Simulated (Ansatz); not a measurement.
Basis-set series for BrFH3NOSi (`N[Si](O)(F)Br`). The species carries charge 0 and has multiplicity 1. The geometry is a stationary point of PBE0-D4/def2-TZVP. It is one conformer, not always the lowest.

```
functional       basis  functions  energy (Eh)  HOMO (eV)  LUMO (eV)
   PBE0-D4  def2-TZVPP        225  -3094.95444      -8.07       0.29
   PBE0-D4  def2-QZVPP        420  -3095.03112      -8.12      -0.03
   ωB97M-V  def2-TZVPP        225  -3095.38403     -10.36       1.80
   ωB97M-V  def2-QZVPP        420  -3095.45724     -10.40       1.26
```

Q: Give the rows for def2-SVP. (Estimate.)

A: Computed: 
| functional | basis | functions | energy (Eh) | HOMO (eV) | LUMO (eV) |
| --- | --- | --- | --- | --- | --- |
| PBE0-D4 | def2-SVP | 107 | -3094.23342 | -7.88 | 0.85 |
| ωB97M-V | def2-SVP | 107 | -3094.65863 | -10.15 | 2.58 |

Positive LUMOs are unbound and depend on the basis. Scalar relativity is left out up to krypton.
